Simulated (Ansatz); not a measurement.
A nudged elastic band was laid between two geometries of AlClH4OS (8 atoms, charge 0, multiplicity 1).

The calculation used RKS B3LYP-D4/6-31G* (Ansatz 0.2.0).

```yaml
movable_images: 9
climbing_image: yes
spring: 5.0 eV/Å²
optimiser: quadratic models (default)
start_path: through a guess of the saddle point
force_threshold: 0.05 eV/Å
iteration_limit: 60
end_points: relaxed
```

First end point:

```xyz
8
Properties=species:S:1:pos:R:3
Al 0.019 0.040 0.241
O 0.032 -0.735 1.778
H -0.793 -1.070 2.151
H 1.308 -0.049 -0.659
Cl -1.905 0.306 -0.677
S 0.293 2.505 0.963
H 1.170 2.306 1.970
H -0.772 2.569 1.788
```

Last end point:

```xyz
8
Properties=species:S:1:pos:R:3
Al 0.105 0.620 0.191
O -0.395 -0.180 1.968
H -1.255 -0.636 1.913
H 1.425 -0.109 -0.259
Cl -1.748 0.105 -0.774
S 0.189 2.740 0.898
H 1.533 2.757 1.039
H -0.502 0.576 2.579
```

Question: Which bonds break or form, and what moves?

Answer: Bonds broken: S6–H8. Bonds formed: O2–H8.

Question: What energy profile does the band end with?

Answer: The forces met the threshold. The highest image is number 6 of 0 to 10, 34.0 kJ/mol above the first end and 61.8 kJ/mol above the last; the last end lies 27.8 kJ/mol below the first. A vibrational analysis at the climbing image gives one clearly imaginary mode, 975i cm⁻¹: a first-order saddle point. The orbitals stay closed-shell, which can raise the energy where a bond breaks towards radicals; this wasn't checked here.

| image | path coordinate (Å) | energy (kJ/mol) | S6–H8 (Å) | O2–H8 (Å) |
| --- | --- | --- | --- | --- |
| 0 | 0.00 | 0.0 | 1.35 | 3.40 |
| 1 | 0.40 | 0.6 | 1.35 | 3.28 |
| 2 | 0.80 | 1.6 | 1.35 | 3.05 |
| 3 | 1.20 | 3.1 | 1.35 | 2.74 |
| 4 | 1.60 | 7.2 | 1.35 | 2.27 |
| 5 | 2.00 | 17.1 | 1.39 | 1.84 |
| 6 | 2.40 | 34.0 | 1.57 | 1.37 |
| 7 | 2.75 | 0.6 | 1.95 | 1.06 |
| 8 | 3.10 | -20.4 | 2.34 | 0.99 |
| 9 | 3.45 | -26.3 | 2.63 | 0.98 |
| 10 | 3.80 | -27.8 | 2.83 | 0.98 |

Question: What is the geometry of the highest image?

Answer: 
```xyz
8
Properties=species:S:1:pos:R:3
Al -0.009 0.346 0.136
O -0.191 -0.179 1.882
H -0.982 -0.664 2.165
H 1.365 0.036 -0.557
Cl -1.855 0.107 -0.900
S -0.030 2.506 1.256
H 1.299 2.541 1.504
H -0.246 1.180 2.070
```

Question: What are the harmonic wavenumbers there?

Answer: 975i, 109, 172, 304, 329, 437, 484, 545, 556, 606, 634, 722, 782, 1258, 1437, 2004, 2678, 3774 cm⁻¹.

The run took 5.4 min on 1 thread of Intel(R) Xeon(R) 6975P-C (Granite Rapids), with other jobs on the host, peak memory 0.18 GiB.
